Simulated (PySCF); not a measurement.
SMILES C[S][Mg][SH], PBE0/def2-SVP optimised geometry.

```
8

Mg    -0.72     1.12     0.00
S     -3.03     1.20     0.00
H     -3.13     0.36    -1.06
S      1.58     1.12     0.00
C      2.04    -0.21     1.17
H      1.68     0.00     2.19
H      3.13    -0.25     1.20
H      1.67    -1.20     0.85
```

Density from PBE0/def2-TZVP in PySCF at that geometry.

Minimum of the electron density along straight lines between bonded atoms, close to the bond critical point (lines longer than 1.1 times the sum of covalent radii, or with two minima, are not listed):

```json
[
 {"bond": "Mg1–S2", "length / Å": "2.309", "ρ at the minimum / e bohr⁻³": "0.049", "∇²ρ there / e bohr⁻⁵": "0.21", "position (fraction from the first atom)": "0.39"},
 {"bond": "S2–H3", "length / Å": "1.353", "ρ at the minimum / e bohr⁻³": "0.205", "∇²ρ there / e bohr⁻⁵": "[?]", "position (fraction from the first atom)": "0.64"},
 {"bond": "Mg1–S4", "length / Å": "2.305", "ρ at the minimum / e bohr⁻³": "0.050", "∇²ρ there / e bohr⁻⁵": "0.22", "position (fraction from the first atom)": "0.38"},
 {"bond": "S4–C5", "length / Å": "1.833", "ρ at the minimum / e bohr⁻³": "[?]", "∇²ρ there / e bohr⁻⁵": "[?]", "position (fraction from the first atom)": "0.52"},
 {"bond": "C5–H6", "length / Å": "1.099", "ρ at the minimum / e bohr⁻³": "0.275", "∇²ρ there / e bohr⁻⁵": "-0.93", "position (fraction from the first atom)": "0.64"},
 {"bond": "C5–H7", "length / Å": "1.099", "ρ at the minimum / e bohr⁻³": "0.275", "∇²ρ there / e bohr⁻⁵": "-0.94", "position (fraction from the first atom)": "0.65"},
 {"bond": "C5–H8", "length / Å": "1.099", "ρ at the minimum / e bohr⁻³": "0.275", "∇²ρ there / e bohr⁻⁵": "-0.93", "position (fraction from the first atom)": "0.64"}
]
```

**Question.** Some entries are withheld; supply them.

**Answer.** 
- S2–H3, ∇²ρ there / e bohr⁻⁵: -0.55
- S4–C5, ρ at the minimum / e bohr⁻³: 0.171
- S4–C5, ∇²ρ there / e bohr⁻⁵: -0.26
